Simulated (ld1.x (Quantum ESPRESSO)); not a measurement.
Reading a pseudo-wave (Pb (Z = 82))

Columns: radius, all-electron u(r) and pseudo u(r) of the 5d shell (level -21.29 eV) of lead in the configuration [Xe] 4f14 5d10 6s2 6p2; LDA (PZ), scalar-relativistic, TM semilocal scheme, ld1.x (Quantum ESPRESSO) 7.5.

```
r (bohr)  all-electron  pseudo
   0.115        0.3210  0.0059
   0.230       -0.2609  0.0448
   0.345       -0.4901  0.1379
   0.460       -0.2239  0.2864
   0.575        0.1882  0.4712
   0.690        0.5472  0.6596
   0.805        0.7924  0.8183
   0.920        0.9280  0.9248
   1.035        0.9786  0.9722
   1.150        0.9712  0.9680
   1.265        0.9274  0.9266
   1.380        0.8632  0.8631
   1.495        0.7892  0.7892
   1.610        0.7125  0.7125
   1.725        0.6373  0.6373
   1.840        0.5661  0.5661
   1.955        0.5002  0.5002
   2.070        0.4403  0.4403
   2.185        0.3863  0.3863
   2.300        0.3382  0.3382
   2.415        0.2955  0.2955
   2.530        0.2578  0.2578
   2.645        0.2246  0.2246
   2.760        0.1955  0.1955
   2.875        0.1700  0.1700
   2.990        0.1478  0.1478
```

Question: How many radial nodes do the two functions have?

Answer: The all-electron 5d function has n − l − 1 = 2; the pseudo-wave has 0, since the states of the same l below it are removed with the core.

Question: At about which radius was the pseudo-wave matched?

Answer: 1.55 bohr. The columns agree to 0.0005 from 1.38 bohr on; several derivatives are matched, so the curves merge somewhat inside the radius.

Question: Where does each function peak?

Answer: Outermost all-electron maximum near 1.03 bohr, pseudo maximum near 1.03 bohr (to the table’s step).

Question: Is the pseudo-wave norm-conserving?

Answer: Yes: the TM semilocal scheme keeps the norm inside the radius equal to the all-electron one, which fixes the energy derivative of the logarithmic derivative at the level.
